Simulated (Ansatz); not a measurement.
A run for Ansatz (a first-principles code): R-CCSD(T)/def2-TZVPPD on F2Sn (SMILES [F][Sn][F]), atoms moved off the minimum. Elements past Kr take the def2 small-core potentials; no spin–orbit coupling. Files ending in .json are basis or fitting sets from the Basis Set Exchange. The run froze 11 orbitals, filled d shells among them.

Ansatz 0.2 input:
```yaml
crystal:
  periodic: [false, false, false]
  atoms:
    - {symbol: Sn, position_ang: [0.04163915, 0.00607650, 0.35741921]}
    - {symbol: F, position_ang: [0.66111930, 1.30821386, -0.98866527]}
    - {symbol: F, position_ang: [-0.83253033, -1.19049206, -0.94968242]}
basis:
  gaussian:
    orbitals: def2-TZVPPD.json
magnetization: {spin_polarized: false}
correlation: {method: ccsd_t, electrons: outside_noble_gas}
scf: {lower_state_search: off}
output: {forces: true}
```

**Question.** What total energy does the run end on?

**Answer.** -413.0264 hartree (reference determinant -412.4056, T1 diagnostic 0.018).

**Question.** How many basis functions does it have, and what does it roughly cost on one machine?

**Answer.** 136 functions; very roughly 50 core-seconds.
